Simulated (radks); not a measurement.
Values are calculated unless marked as measured or tabulated.
The cobalt ion Co16+, 11 electrons, occupied as [Ne] 3s1 (the NIST ground configuration).

Code: a radial shooting solver on a logarithmic mesh with Libxc functionals. Model: non-relativistic Kohn-Sham, PBE, spin-polarised, spherical densities, point nucleus; open shells are filled with parallel spins first.

Energy parts (eV):
| part | energy |
|---|---|
| total | -34202.182 |
| kinetic | 34190.636 |
| electron-nucleus | -74453.364 |
| Hartree | 7234.306 |
| exchange-correlation | -1173.759 |

Orbitals (lengths in bohr, moments of r in powers of bohr; <r^-3> diverges for s and p1/2; r(max) is where P^2 peaks):
orbital  occ.  eigenvalue (eV)  <1/r>  <r^-3>   r(max)     <r^2>
1s up       1        -8075.721  26.52       -  0.03749  0.004336
1s down     1        -8074.817  26.52       -  0.03749  0.004336
2s up       1        -1413.089  5.791       -   0.2145   0.07636
2s down     1        -1411.736  5.794       -   0.2146   0.07623
2p up       3        -1301.886  5.742   544.1   0.1716   0.06021
2p down     3        -1300.692  5.744   544.6   0.1716   0.06010
3s up       1        -528.5348  2.248       -   0.6050    0.4714
3s down     0        -521.0007  2.262       -   0.6020    0.4675

The highest occupied level is 3s up at -528.53 eV. Spin moment in Bohr magnetons: 1. The spin density at the nucleus is 129.0 e/bohr^3 (1s 0.9, 2s -0.4, 3s 128.5), a Fermi contact field of 6.76e+03 T. The density falls to 0.001 e/bohr^3 at r = 1.39 bohr. Summed over all electrons, <r^2> = 0.9936 bohr^2, which gives a Langevin (diamagnetic) susceptibility term of -0.787 x 10^-6 cm^3/mol. Virial ratio -V/T = 2.00034.
